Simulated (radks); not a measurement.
Results of a calculation; reference values are marked as such.
Q: The copper ion Cu+, configuration [Ar] 3d10 (the NIST ground configuration). Level of theory: Dirac Kohn-Sham, PBE, spin-unpolarised, spherical densities, finite nucleus; Fermi nuclear charge, rms radius 3.8823 fm (a radial shooting solver on a logarithmic mesh with Libxc functionals).

Spin-orbit splittings of the eigenvalues, e(l+1/2) - e(l-1/2), with zeta = 2 splitting/(2l+1) and mean radii in bohr:

| shell | occ. | splitting (eV) | zeta (eV) | <r> j=l-1/2 | <r> j=l+1/2 |
|---|---|---|---|---|---|
| 2p | 6 | 20.50 | 13.67 | 0.2041 | 0.2074 |
| 3p | 6 | 2.572 | 1.715 | 0.7432 | 0.7541 |
| 3d | 10 | ? | ? | 1.009 | 1.019 |

Estimate the 3d splitting.

A: 0.2730 eV (zeta = 0.1092 eV).
